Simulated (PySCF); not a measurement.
Ge(F)2(Me)2 (C2H6F2Ge), SMILES [CH3][Ge]([CH3])([F])[F]. Coordinates come from a PBE-D3(BJ)/def2-SVP optimisation.

Computed equilibrium geometry at PBE-D3(BJ)/def2-SVP (PySCF confirms it by a frequency run) as Cartesian coordinates in Å, and its point group:
point group C2v.
```xyz
11

C      1.6811     0.0000    -0.9865
Ge     0.0000     0.0000    -0.0134
C     -1.6811     0.0000    -0.9865
F      0.0000     1.3836     1.0722
F      0.0000    -1.3836     1.0722
H      1.7495    -0.9022    -1.6245
H      2.5215     0.0000    -0.2667
H      1.7495     0.9022    -1.6245
H     -2.5215     0.0000    -0.2667
H     -1.7495    -0.9022    -1.6245
H     -1.7495     0.9022    -1.6245
```
Charge 0, spin multiplicity 1.
